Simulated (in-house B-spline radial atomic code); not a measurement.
# KLI/ALDAx excitations of Zn

Method: KLI/ALDAx. Computed with a B-spline radial code for spherical atoms: linear response of the closed shell [Ar] 3d10 4s2 with the adiabatic LDA exchange kernel on the exchange-only KLI potential; non-relativistic, point nucleus, no spin-orbit coupling, no double excitations, S, P, D and F terms only; shells from n = 2 respond. Only terms of natural parity with L up to 3 were computed.

Without relativity these are model numbers for so heavy an element.

Command:
```bash
python run_td.py task.json out
```
Settings (radii: box in bohr, nucleus in fm):
```
Z                        30
electrons                30
configuration            [Ar] 3d10 4s2
hamiltonian              nr
method                   kli
box_radius               75
intervals                84
```

Time taken, with all properties: 1.4 s on 1 thread of Intel(R) Xeon(R) Platinum 8488C (Sapphire Rapids) (shared host).

The lowest states, in the order of their Tamm-Dancoff energies; the method's threshold (minus the highest occupied level) is 7.942 eV. Labels give the largest channel, * marks a mixed state, and oscillator strengths are full-response dipole values. Measured ¹D terms are left out, since they can mix with doubly excited terms. Semilocal kernels can invert the small singlet-triplet splittings of Rydberg terms. Energies in eV:

| state | full response | Tamm-Dancoff | oscillator strength | measured (J-weighted term) |
| --- | --- | --- | --- | --- |
| 4s → 4p 3P | 3.187 | 3.368 | - | 4.054 |
| 4s → 4p 1P | 5.013 | 5.158 | 1.25 | 5.796 |
| 4s → 5s 3S | 5.252 | 5.267 | - | 6.654 |
| 4s → 5s 1S | 5.684 | 5.704 | - | 6.917 |
| 4s → 5p 3P | 6.185 | 6.202 | - | - |
| 4s → 4d 3D | ? | ? | - | ? |
| 4s → 4d 1D | 6.357 | 6.358 | - | - |
| 4s → 5p 1P | 6.528 | 6.580 | 0.182 | - |
| 4s → 6s 3S | 6.681 | 6.685 | - | - |
| 4s → 6s 1S | 6.807 | 6.814 | - | - |
| 4s → 6p 3P | 7.004 | 7.009 | - | - |
| 4s → 5d 3D | 7.030 | 7.034 | - | 8.503 |
| 4s → 5d 1D | 7.073 | 7.074 | - | - |
| 4s → 4f 3F | ? | ? | - | - |
| 4s → 4f 1F | 7.076 | 7.076 | - | - |
| 4s → 6p 1P | 7.125 | 7.146 | 0.052 | - |
| 4s → 7s 3S | 7.204 | 7.206 | - | - |

(1) Where does 4s → 4f 3F lie?

(2) Where does 4s → 4d 3D lie?

(3) How large is the singlet-triplet splitting of 4s → 4p (P terms) in Tamm-Dancoff?

(4) What polarisabilities and dispersion coefficient does the method give?

Answers

(1) At 7.073 eV in full response, 7.074 eV in Tamm-Dancoff.

(2) At 6.249 eV in full response, 6.259 eV in Tamm-Dancoff; measured 7.783 eV.

(3) 1.79 eV, from the unrounded values.

(4) Dipole 46.73 bohr³, quadrupole 471.9 bohr⁵, C6 356.4 hartree·bohr⁶ for two such species. Recommended dipole value: 38.67 ± 0.3 bohr³ (Schwerdtfeger and Nagle, table of static dipole polarizabilities (2023 update)), which includes relativity and correlation.
